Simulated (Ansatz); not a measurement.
Total energies of C2H5FOSi, SMILES `FC1CO[SiH2]1`.

```
atom   x (Å)   y (Å)   z (Å)
  F1   0.561   0.560   1.865
  C2  -0.019  -0.213   0.878
  C3  -0.969   0.583  -0.039
  O4  -0.386   0.347  -1.340
 Si5   0.938  -0.475  -0.743
  H6  -0.492  -1.074   1.354
  H7  -0.943   1.647   0.213
  H8  -2.003   0.230  -0.032
  H9   1.082  -1.848  -1.293
 H10   2.232   0.244  -0.862
```

Charge 0, multiplicity 1. Geometry: relaxed with PBE0-D4/def2-TZVP. Basis def2-TZVPP, Ansatz.

RPA on PBE orbitals: Hartree–Fock energy of these orbitals -541.92870 Eh, correlation -1.49664 Eh (frozen core).

| functional | energy without D4 (Eh) | D4 term (kJ/mol) |
| --- | --- | --- |
| LDA (SPW92) | -540.82378 | – |
| PBE | -543.45818 | -18.9 |
| PBE0 | -543.49635 | -15.8 |
| B3LYP | -543.91277 | -30.6 |
| r2SCANh | -543.72116 | -4.7 |
| BHLYP | -543.76694 | -22.2 |
| CAM-B3LYP | -543.80714 | -15.8 |
| LC-ωPBE | -543.65178 | – |
| B2PLYP | -543.59471 | – |
| PBE-QIDH | -543.37757 | – |

(1) Give the same for revPBE, BLYP, r2SCAN, B97M-V, r2SCAN0, HSE06 (plane-wave form), ωB97X-V, ωB97M-V. (Best estimate.)

B3LYP takes the VWN-RPA correlation (the form of Gaussian; ORCA's B3LYP/G). HSE06 is the plane-wave form, built on full-range PBE exchange. The double hybrids freeze the cores in their second-order part.

## Answers

(1) The calculation gave: 
| functional | energy without D4 (Eh) | D4 term (kJ/mol) |
| --- | --- | --- |
| revPBE | -543.74319 | -62.6 |
| BLYP | -543.82532 | -42.7 |
| r2SCAN | -543.73612 | -4.5 |
| B97M-V | -543.75622 | – |
| r2SCAN0 | -543.70000 | -5.2 |
| HSE06 (plane-wave form) | -543.47787 | -14.6 |
| ωB97X-V | -543.76510 | – |
| ωB97M-V | -543.78519 | – |

LC-ωPBE has ω = 0.4 bohr⁻¹.
